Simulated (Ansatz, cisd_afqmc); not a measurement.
Species: Pt, charge 0, triplet.

Total energies in def2-SVP, 10 correlated electrons, 4 frozen orbitals. Open shells are spin-unrestricted; no spin-orbit coupling. Correlated methods leave the cores frozen (noble-gas shells, and filled d and f shells in the p block). Past Kr the def2 sets carry scalar-relativistic core potentials. AFQMC is phaseless with a CISD trial state; ± is one standard error, without the phaseless bias. Outlying blocks are dropped, and bars are widened where a walk drifts. Over all cases where full CI ran beside it in this data, AFQMC minus full CI had a median of +0.1 mEh and passed +0.4 mEh in a tenth of the cases.

| method | program | energy (Eh) | minus CCSDTQ (mEh) |
|---|---|---|---|
| HF | Ansatz | -118.39352 | 201.15 |
| MP2 | Ansatz | -118.59464 | 0.04 |
| CCSD | Ansatz | -118.59078 | 3.90 |
| CCSD(T) | Ansatz | -118.59440 | 0.27 |
| CCSDT(Q) | Ansatz | -118.59464 | 0.03 |
| CCSDTQ | Ansatz | -118.59467 | 0.00 |
| AFQMC/CISD | cisd_afqmc | -118.5942 ± 0.0002 | 0.5 ± 0.2 |

Ansatz is a program for electronic structure.
